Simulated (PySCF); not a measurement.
Relaxation of triplet Ni₂Se

Method: UB3LYP/[Se def2-SVP, Ni def2-SVP], no relativity, density fitting, PySCF. A (50,194) grid was used.

A start at or just off a symmetric point, pushed along the force that breaks its symmetry, of C2v symmetry, free to break it:

```xyz
3
charge 0 multiplicity 3, angstrom
Se    0.0064    0.0113    0.0000
Ni   -0.0045   -0.0078    2.1820
Ni   -0.0043   -0.0078   -2.1820
```

Optimiser trace:
```tsv
step	E − E(last) (kJ/mol)	largest gradient (Eh/bohr)
0	108.37	0.00472
1	106.35	0.00769
2	101.50	0.01093
3	92.54	0.01367
4	79.35	0.01486
5	64.73	0.01202
6	41.58	0.02159
7	31.44	0.02048
8	9.93	0.00661
9	0.00	0.00580
```

It was stopped by the time limit after 9 steps; the last geometry has Se–Ni 2.22 Å (×2). No frequency check is given, so it may be a saddle point.

Open d and f shells are described by one determinant, and the ground state may have another occupation or spin.
